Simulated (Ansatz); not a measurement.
Geometry optimisation, Ansatz 0.2.0, RKS B3LYP-D4/6-31G.

Input:

```yaml
crystal:
  periodic: [false, false, false]
  atoms:
    - { symbol: Si, position_ang: [0.0, 0.0, 0.0] }
    - { symbol: "N", position_ang: [0.0, 0.0, 1.82] }
    - { symbol: H, position_ang: [-0.877, -0.2713, 2.35] }
    - { symbol: H, position_ang: [0.877, 0.2713, 2.35] }
    - { symbol: H, position_ang: [1.3768, 0.0, -0.4862] }
    - { symbol: "N", position_ang: [-0.8572, 1.4851, -0.6061] }
    - { symbol: H, position_ang: [-1.8773, 1.43, -0.8888] }
    - { symbol: H, position_ang: [-0.3367, 2.4058, -0.6766] }
    - { symbol: O, position_ang: [-0.7913, -1.3709, -0.5594] }
    - { symbol: Si, position_ang: [-1.673, -2.4329, 0.3983] }
    - { symbol: H, position_ang: [-1.2634, -2.287, 1.792] }
    - { symbol: H, position_ang: [-3.0964, -2.1323, 0.2761] }
    - { symbol: H, position_ang: [-1.4264, -3.8036, -0.0398] }
basis:
  gaussian: { orbitals: "6-31G" }
hamiltonian:
  xc: b3lyp
  dispersion: d4
relax:
  f_tol: 0.02
  max_steps: 40
output:
  orbitals: {}
```

Run as:

```bash
$ ansatz run input.yaml --threads 1 --pin off --max-ram 2048MiB --backend cpu --events-out ev --progress --plain --runs-dir out
```

Problem. Where does it end, and by what steps?

Solution. The forces met the threshold. Limits of this set-up: no polarisation functions. After 13 steps the energy has fallen by 0.964 eV; H3 moved furthest, 1.39 Å.

```csv
step,energy less start (eV),largest force component (eV/Å),accepted
0,0.0000,2.811,yes
1,-0.6096,1.157,yes
2,-0.7806,0.341,yes
3,-0.8359,0.235,yes
4,-0.8663,0.555,yes
5,-0.9110,0.410,yes
6,-0.9384,0.281,yes
7,-0.9469,0.415,yes
8,-0.9537,0.155,yes
9,-0.9606,0.073,yes
10,-0.9621,0.083,yes
11,-0.9622,0.086,yes
12,-0.9635,0.021,yes
13,-0.9637,0.018,yes
```

```xyz
13
Properties=species:S:1:pos:R:3
Si 0.038 0.072 0.206
N 0.372 0.569 1.848
H -0.325 1.004 2.434
H 1.232 0.338 2.323
H 1.380 -0.229 -0.391
N -0.932 1.335 -0.519
H -1.638 1.139 -1.212
H -0.780 2.312 -0.326
O -0.869 -1.340 -0.012
Si -1.873 -2.668 0.281
H -1.773 -3.112 1.717
H -3.308 -2.318 -0.010
H -1.467 -3.809 -0.609
```

Whether the end is a true minimum wasn't checked by a vibrational analysis.

The run took 78 s on 1 thread of Arm Neoverse V1 (shared host), peak memory 0.17 GiB.
